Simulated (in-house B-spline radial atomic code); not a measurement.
Ionising Pb⁶⁺ with different functionals

Computed with a radial B-spline atomic code at the basis-set limit: scalar-relativistic (spin-free X2C) Hamiltonian, Fermi nucleus of rms radius 5.5012 fm, spin-polarised at highest spin, spherical fractional occupations for the functionals, the average over the highest-spin determinants for Hartree-Fock. The ionisation energy is the difference of two self-consistent energies, [Xe] 4f14 5d8 → [Xe] 4f14 5d7, without Breit or QED terms; ε is the level of the shell that loses the electron (its least bound occupied spin orbital). There is no spin-orbit coupling in this Hamiltonian.

Hybrids are left out here: with spherical fractional occupations of an open shell their exact exchange keeps a self-interaction that integer-occupation calculations don't have.

```
           method          rung  ΔSCF (eV)  -ε(5d) (eV)
     Hartree-Fock  Hartree-Fock     101.28       102.36
         LDA VWN5           LDA     103.28        94.63
         LDA PW92           LDA     103.27        94.63
LDA exchange-only           LDA     101.20        92.62
              PBE           GGA     102.85        94.24
           PBEsol           GGA     102.90        94.29
             BLYP           GGA     102.68        94.06
             RPBE           GGA     102.76        94.17
             PW91           GGA     102.96        94.35
             BP86           GGA     102.98        94.36
             AM05           GGA     102.97        94.34
             OLYP           GGA     103.13        94.53
             TPSS      meta-GGA     102.78        94.20
             SCAN      meta-GGA     102.86        94.36
           r2SCAN      meta-GGA     102.92        94.42
          revTPSS      meta-GGA     102.79        94.21
```

(1) How do they compare with the NIST value?

## Answers

(1) NIST lists 100 eV ± 2 (tabulated theory, ground level to ground level). Errors run from +1.10 to +3.18 eV; all lie within about twice that uncertainty, so the table can't rank the methods. Hartree-Fock also lacks correlation.
